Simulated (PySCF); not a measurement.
F2GeH3NO, SMILES [NH2][Ge]([OH])([F])[F]. Atoms are numbered in the order given.

```xyz
8

N      1.7652     0.1671    -0.4254
Ge     0.0132     0.0102    -0.0139
O     -0.8640     1.4005    -0.6588
F     -0.4096    -0.1142     1.6844
F     -0.5543    -1.5003    -0.6714
H      2.2116     1.0007    -0.0291
H      2.3172    -0.6655    -0.1944
H     -1.7203     1.4971    -0.1997
```
Charge 0, spin multiplicity 1.

Geometry: PBE-D3(BJ)/def2-SVP. This is a generated structure with no PubChem entry under its InChIKey; it may be hypothetical. One conformer was computed; it need not be the lowest.

Method: PySCF with PBE/pcSseg-1.

GIAO shieldings, no solvent; atoms listed in one row are averaged. δ = σ(ref) − σ: ¹⁵N against NH3 (σ = 267.0 ppm); ⁷³Ge against GeH4 (σ = 1614.4 ppm); ¹⁷O against H2O (σ = 334.3 ppm); ¹⁹F against CFCl3 (σ = 133.6 ppm); ¹H against TMS (σ = 31.49 ppm), references at their B3LYP-D3(BJ)/def2-TZVP geometries, non-relativistic.

Estimate the chemical shifts. (An estimate is asked for; the answer gives what the named calculation found.)


| nucleus | atoms | count | δ (ppm) |
|---|---|---|---|
| ¹⁵N | N1 | 1 | 32.2 |
| ⁷³Ge | Ge2 | 1 | 339.2 |
| ¹⁷O | O3 | 1 | 73.0 |
| ¹⁹F | F4 | 1 | -143.4 |
| ¹⁹F | F5 | 1 | -166.7 |
| ¹H | H8 | 1 | 2.29 |
| ¹H | H6, H7 | 2 | 1.53 |
